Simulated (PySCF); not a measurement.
C₂H₆ClGe, SMILES [CH3][Ge]([CH3])[Cl] (connectivity only; charge and spin as stated), charge +1, multiplicity 1. Atoms are numbered in the order given.

```xyz
10

C     -1.5737    -1.3147     0.2757
Ge     0.0390    -0.2862     0.0783
C      1.8697    -0.8268     0.3109
Cl    -0.2377     1.7237    -0.4720
H     -1.4279    -2.0872     1.0460
H     -1.7687    -1.8046    -0.6954
H     -2.4119    -0.6473     0.5211
H      2.5157    -0.2361    -0.3545
H      2.1414    -0.6134     1.3605
H      1.9672    -1.9062     0.1219
```
Charge +1, spin multiplicity 1.

Geometry optimised at B3LYP-D3(BJ)/def2-SVP. The multiplicity is an assumed one; no other spin state was optimised. The isomer is the one that the SMILES or the coordinates give; other isomers of the formula were not compared.

Level of theory: B3LYP/def2-TZVP in PySCF.

ESP charges are fitted to the potential on shells at 1.4 to 2.0 van der Waals radii. Atomic charges (e):

```
atom  Mulliken  ESP fit  meta-Löwdin
----  --------  -------  -----------
C1       -0.36    -0.59        -0.52
Ge2       0.61     0.80         1.06
C3       -0.36    -0.56        -0.52
Cl4      -0.07     0.00        -0.11
H5        0.19     0.24         0.18
H6        0.20     0.24         0.18
H7        0.20     0.21         0.18
H8        0.20     0.21         0.18
H9        0.20     0.23         0.18
H10       0.19     0.23         0.18
```
